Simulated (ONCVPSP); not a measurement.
**Pseudopotential generation for P: ONCV, BLYP, scalar-relativistic.**

| Item | Value |
| --- | --- |
| Element | phosphorus (P) |
| Generator | ONCVPSP 4.0.1 |
| Type | optimised norm-conserving Vanderbilt (ONCV) |
| Functional | BLYP |
| Relativity | scalar-relativistic |
| Frozen core | [Ne] |
| Valence charge | 5 |
| Reference configuration | 3s2 3p2.5 (charge +0.5) |
| Partial waves | 3s: rc 1.55 bohr, ncon 4, nbas 8, qcut 4.4 1/bohr, 2 projectors, debl 3.1 Ha; 3p: rc 1.90 bohr, ncon 4, nbas 7, qcut 4.8 1/bohr, 2 projectors, debl 0.4 Ha; d scattering state at 0.39 Ha: rc 1.55 bohr, ncon 4, nbas 7, qcut 6.5 1/bohr, 2 projectors, debl 3.5 Ha |
| Local potential | polynomial inside 1.35 bohr (lpopt 2, dvloc0 0 Ha) |
| Core correction | Teter function, fcfact 2.25, rcfact 1.15 |

All-electron outer shells of the reference configuration (BLYP, scalar-relativistic, ld1.x):

```tsv
shell	level (eV)	outermost node (bohr)	outermost maximum (bohr)
2s	-178.82	0.14	0.42
2p	-129.53	–	0.35
3s	-18.28	0.65	1.56
3p	-9.51	0.64	1.79
```

Question: Estimate the cutoffs (Ha) at which the residual kinetic energy of the hardest occupied pseudo-wave falls to 1 and 0.1 mHa per electron.

Answer: 10 Ha and 50 Ha. The cutoffs count occupied waves only; projector 2 of the d channel, the hardest unoccupied one, needs 49 Ha at the loose tolerance.

Question: Does the potential have ghost states?

Answer: No bound ghost flagged; GHOST(+) flagged for s at 209.4 eV.

Question: Which valence shell sets the plane-wave cutoff?

Answer: 3s: 10 Ha for 1 mHa per electron, against 5 Ha for 3p.

Question: Tests: 3s2 3p3; 3s2 3p2; 3s2 3p1; 3s2 3p0. Which has the largest error in its energy relative to the reference configuration, and how large is it?

Answer: 3s2 3p0, with +100 meV (all-electron minus pseudo) on +54.56 eV.
